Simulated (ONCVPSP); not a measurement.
Scattering properties, ONCV potential for titanium

Ti, optimised norm-conserving Vanderbilt (ONCV), made with ONCVPSP 4.0.1 (PBE, fully relativistic). Core [Ne], reference 3s2 3p6 3d2 4s2. Waves: 3s+4s: rc 1.65 bohr, ncon 3, nbas 6, qcut 7.8 1/bohr, 2 projectors; 3p: rc 1.10 bohr, ncon 4, nbas 9, qcut 7.1 1/bohr, 2 projectors, debl 2.9 Ha; 3d: rc 1.40 bohr, ncon 4, nbas 9, qcut 11.7 1/bohr, 2 projectors, debl 3.3 Ha. Local part: polynomial inside 0.85 bohr (lpopt 1, dvloc0 0 Ha). Core correction: Teter function fitted to the true core (icmod 2), fcfact 0.45.

Open shells are filled in proportion to 2j + 1.

The phase is arctan(r·R′/R) of the radial function R(r), unwrapped; energies in Ha, scanned from -4 to 5 Ha. A pole is an energy at which the radial function vanishes at the test radius. The pseudo phase is shifted by a multiple of π to meet the all-electron one at the reference energy, and phase errors are pseudo minus all-electron; the curves can meet again beyond the range given. Levels narrower than the energy grid can be missing from the lists of poles.

Problem. For each channel, where are the poles, and over which energies does the pseudopotential scatter like the atom?

Solution.

```
channel  radius (bohr)  reference energy (Ha)  poles, all-electron  poles, pseudo  unbroken range about the reference energy with phases within 0.05 rad  phase error 1 Ha above the reference energy (rad)
      s           1.68                  -0.16                -1.90          -1.90                                                        the whole range                                             -0.001
   p3/2           1.12                  -1.42                 2.16           2.16                                                        the whole range                                             -0.000
   p1/2           1.12                  -1.44                 2.08           2.08                                                        the whole range                                             -0.000
   d5/2           1.42                  -0.16                 1.18           1.18                                                        the whole range                                             +0.000
   d3/2           1.42                  -0.16                 1.18           1.18                                                        the whole range                                             +0.000
```

Phases in the s channel:

```tsv
E (Ha)	all-electron	pseudo
-3.98	1.157	1.157
-3.50	1.022	1.022
-3.02	0.587	0.587
-2.54	-0.925	-0.925
-2.06	-1.496	-1.496
-1.58	-1.671	-1.671
-1.10	-1.779	-1.779
-0.62	-1.879	-1.879
-0.14	-2.004	-2.004
0.34	-2.202	-2.202
0.82	-2.581	-2.581
1.30	-3.262	-3.266
1.78	-3.888	-3.893
2.26	-4.212	-4.218
2.74	-4.380	-4.385
3.22	-4.479	-4.485
3.70	-4.545	-4.552
4.18	-4.593	-4.601
4.66	-4.630	-4.641
```
